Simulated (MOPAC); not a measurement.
MOPAC input (MNDO):

```
MNDO PRECISE GNORM=0.05 LET XYZ UHF MS=0.5 GEO-OK AUX(PRECISION=9) THREADS=1
CH3Br2Ge

C    -2.34086100 1   -0.41343500 1    0.02446100 1
Ge   -0.48951500 1   -0.08654500 1   -0.61924600 1
Br    0.87005600 1   -1.78352100 1    0.27507100 1
Br    0.20645700 1    1.97373000 1    0.27453900 1
H    -2.67511000 1   -1.38250000 1   -0.34020800 1
H    -2.30636000 1   -0.40718800 1    1.11342300 1
H    -2.98682400 1    0.38240400 1   -0.34045700 1
```

Output:

```
 *******************************************************************************
 **                                                                           **
 **                              MOPAC v23.2.5                                **
 **                                                                           **
 *******************************************************************************
 ** MOPAC's Digital Object Identifier: https://doi.org/10.5281/zenodo.6511958 **
 **                                                                           **
 ** Please cite the open-source release paper for use of this MOPAC version:  **
 ** J. E. Moussa and J. J. P. Stewart (2026)                                  **
 ** MOPAC: An open-source semiempirical molecular orbital program             **
 ** J. Open Source Softw., 11(119), 8025, https://doi.org/10.21105/joss.08025 **
 *******************************************************************************

                              MNDO CALCULATION RESULTS

 *******************************************************************************
 *  MNDO       - The MNDO Hamiltonian to be used
 *  GEO-OK     - OVERRIDE INTERATOMIC DISTANCE AND OTHER SAFETY CHECKS
 *  UHF        - UNRESTRICTED HARTREE-FOCK CALCULATION
 *  MS=        - IN MECI, MAGNETIC COMPONENT OF SPIN =  0.5
 *  LET        - OVERRIDE SOME SAFETY CHECKS
 *  PRECISE    - TIGHTER CRITERIA TO BE USED
 *  XYZ        - CARTESIAN COORDINATE SYSTEM TO BE USED
 *  GNORM      - EXIT WHEN GRADIENT NORM DROPS BELOW 0.050
 *  AUX        - OUTPUT AUXILIARY INFORMATION
 *******************************************************************************
MNDO PRECISE GNORM=0.05 LET XYZ UHF MS=0.5 GEO-OK AUX(PRECISION=9) THREADS=1
 CH3Br2Ge

   ATOM   CHEMICAL          X               Y               Z
  NUMBER   SYMBOL      (ANGSTROMS)     (ANGSTROMS)     (ANGSTROMS)

     1       C         -2.34086100  *  -0.41343500  *   0.02446100  *
     2      Ge         -0.48951500  *  -0.08654500  *  -0.61924600  *
     3      Br          0.87005600  *  -1.78352100  *   0.27507100  *
     4      Br          0.20645700  *   1.97373000  *   0.27453900  *
     5       H         -2.67511000  *  -1.38250000  *  -0.34020800  *
     6       H         -2.30636000  *  -0.40718800  *   1.11342300  *
     7       H         -2.98682400  *   0.38240400  *  -0.34045700  *

          CARTESIAN COORDINATES

    NO.       ATOM           X           Y           Z

     1         C         -2.3409     -0.4134      0.0245
     2        Ge         -0.4895     -0.0865     -0.6192
     3        Br          0.8701     -1.7835      0.2751
     4        Br          0.2065      1.9737      0.2745
     5         H         -2.6751     -1.3825     -0.3402
     6         H         -2.3064     -0.4072      1.1134
     7         H         -2.9868      0.3824     -0.3405

  H: (MNDO): M.J.S. DEWAR, W. THIEL, J. AM. CHEM. SOC., 99, 4899, (1977)
  C: (MNDO): M.J.S. DEWAR, W. THIEL, J. AM. CHEM. SOC., 99, 4899, (1977)
 Ge: (MNDO): M.J.S.DEWAR, G.L.GRADY, E.F.HEALY,ORGANOMETALLICS 6 186-189 (1987)
 Br: (MNDO): M.J.S.DEWAR, E.F. HEALY, J. COMP. CHEM., 4, 542, (1983)

           Empirical Formula: C H3 Ge Br2  =     7 atoms

      MOLECULAR POINT GROUP   :   Cs

          UHF CALCULATION, NO. OF ALPHA ELECTRONS =   13
                           NO. OF BETA  ELECTRONS =   12

          Geometry optimization using EF

          DIAGONAL MATRIX USED AS START HESSIAN

 CYCLE:     1  GRAD.:    65.308 HEAT: -13.02913
 CYCLE:     2  GRAD.:   209.471 HEAT: -1.141381
 CYCLE:     3  GRAD.:    27.642 HEAT: -15.03426
 CYCLE:     4  GRAD.:    75.584 HEAT: -13.67030
 CYCLE:     5  GRAD.:    62.310 HEAT: -13.62382
 CYCLE:     6  GRAD.:    47.849 HEAT: -13.72198
 CYCLE:     7  GRAD.:    13.435 HEAT: -15.53082
 CYCLE:     8  GRAD.:    23.267 HEAT: -15.32604
 CYCLE:     9  GRAD.:     4.320 HEAT: -15.67902
 CYCLE:    10  GRAD.:     2.379 HEAT: -15.70996
 CYCLE:    11  GRAD.:     2.058 HEAT: -15.77889
 CYCLE:    12  GRAD.:     6.946 HEAT: -15.77383
 CYCLE:    13  GRAD.:     4.533 HEAT: -15.77257
 CYCLE:    14  GRAD.:     1.191 HEAT: -15.78886
 CYCLE:    15  GRAD.:     0.540 HEAT: -15.79066
 CYCLE:    16  GRAD.:     0.783 HEAT: -15.79285
 CYCLE:    17  GRAD.:     0.557 HEAT: -15.79440
 CYCLE:    18  GRAD.:     0.648 HEAT: -15.79429
 CYCLE:    19  GRAD.:     0.030 HEAT: -15.79461

     GRADIENT =  0.03023 IS LESS THAN CUTOFF =  0.05000

 -------------------------------------------------------------------------------
 MNDO PRECISE GNORM=0.05 LET XYZ UHF MS=0.5 GEO-OK AUX(PRECISION=9) THREADS=1
 CH3Br2Ge

     GEOMETRY OPTIMISED USING EIGENVECTOR FOLLOWING (EF).
     SCF FIELD WAS ACHIEVED

                              MNDO CALCULATION
                                                       MOPAC v23.2.5 Linux

          FINAL HEAT OF FORMATION =        -15.79461 KCAL/MOL =     -66.08465 KJ/MOL

          COSMO AREA              =        141.51 SQUARE ANGSTROMS
          COSMO VOLUME            =        136.49 CUBIC ANGSTROMS

          GRADIENT NORM           =          0.03023          =       0.01143 PER ATOM
          IONIZATION POTENTIAL    =          9.743084 EV
          ALPHA SOMO LUMO (EV)    =         -9.743 -1.309
          BETA  SOMO LUMO (EV)    =        -11.532 -1.436
          NO. OF ALPHA ELECTRONS  =         13
          NO. OF BETA  ELECTRONS  =         12
          MOLECULAR WEIGHT        =        247.4327         POINT GROUP:  Cs

          MOLECULAR DIMENSIONS (Angstroms)

            Atom       Atom       Distance
            H     7   Br     3     4.50386
            H     5   Br     4     4.39652
           Ge     2    H     6     1.93119

          SCF CALCULATIONS        =         20

   ATOM   CHEMICAL          X               Y               Z
  NUMBER   SYMBOL      (ANGSTROMS)     (ANGSTROMS)     (ANGSTROMS)

     1       C         -2.32275735  *  -0.41023759  *  -0.01759267  *
     2      Ge         -0.50526378  *  -0.08929240  *  -0.51188951  *
     3      Br          0.88818749  *  -1.80253647  *   0.24127749  *
     4      Br          0.21696411  *   1.99777255  *   0.24073128  *
     5       H         -2.69335812  *  -1.37800735  *  -0.40625227  *
     6       H         -2.45634358  *  -0.43366794  *   1.08151228  *
     7       H         -3.00242766  *   0.37190929  *  -0.40650437  *

                             CARTESIAN COORDINATES

   1    C       -2.322757353    -0.410237587    -0.017592666
   2   Ge       -0.505263779    -0.089292400    -0.511889511
   3   Br        0.888187494    -1.802536466     0.241277486
   4   Br        0.216964106     1.997772546     0.240731277
   5    H       -2.693358121    -1.378007346    -0.406252272
   6    H       -2.456343576    -0.433667943     1.081512279
   7    H       -3.002427662     0.371909293    -0.406504366

           Empirical Formula: C H3 Ge Br2  =     7 atoms

      MOLECULAR POINT GROUP   :   Cs

          ALPHA EIGENVALUES
 -31.51599 -24.96675 -24.69022 -15.41177 -14.85875 -14.74688 -13.14626 -13.07601
 -12.03376 -11.71543 -11.58789 -11.55722  -9.74308  -1.30944  -1.22883   0.95172
   3.33098   3.34668   5.19003

           BETA EIGENVALUES
 -31.41928 -24.81393 -24.55759 -14.94503 -14.82260 -14.51629 -12.95164 -12.92959
 -11.82875 -11.62634 -11.56438 -11.53212  -1.43551  -0.98795  -0.43931   1.32049
   3.35174   3.35277   5.20399

              NET ATOMIC CHARGES AND DIPOLE CONTRIBUTIONS

  ATOM NO.   TYPE          CHARGE      No. of ELECS.   s-Pop       p-Pop
    1          C          -0.379435        4.3794     1.27032     3.10911
    2         Ge           1.227392        2.7726     1.10862     1.66399
    3         Br          -0.459168        7.4592     1.99261     5.46656
    4         Br          -0.459157        7.4592     1.99261     5.46655
    5          H           0.021879        0.9781     0.97812
    6          H           0.026613        0.9734     0.97339
    7          H           0.021876        0.9781     0.97812
 DIPOLE           X         Y         Z       TOTAL
 POINT-CHG.    -2.095    -0.370    -3.996     4.527
 HYBRID        -0.978    -0.172     1.492     1.792
 SUM           -3.073    -0.543    -2.504     4.001

          ATOMIC ORBITAL ELECTRON POPULATIONS

     Atom    s        px        py        pz
    1  C   1.27032   1.15526   0.97096   0.98289
    2 Ge   1.10862   0.60594   0.47033   0.58772
    3 Br   1.99261   1.81611   1.71613   1.93431
    4 Br   1.99261   1.94447   1.58770   1.93438
    5  H   0.97812
    6  H   0.97339
    7  H   0.97812

                    (SZ)    =    0.500000
                    (S**2)  =    0.753189

          ATOMIC ORBITAL SPIN POPULATIONS

    Atom   Total    s     px     py     pz
         Atomic
    1  C -0.0055  0.006 -0.009 -0.001 -0.001
    2 Ge  0.9015  0.377  0.047  0.008  0.470
    3 Br  0.0486  0.002 -0.001  0.016  0.032
    4 Br  0.0486  0.002 -0.003  0.018  0.032
    5  H  0.0014  0.001
    6  H  0.0039  0.004
    7  H  0.0014  0.001

 **********************
 *                    *
 * JOB ENDED NORMALLY *
 *                    *
 **********************

 == MOPAC DONE ==
```

The geometry given is a B3LYP-D3(BJ)/def2-TZVP minimum.
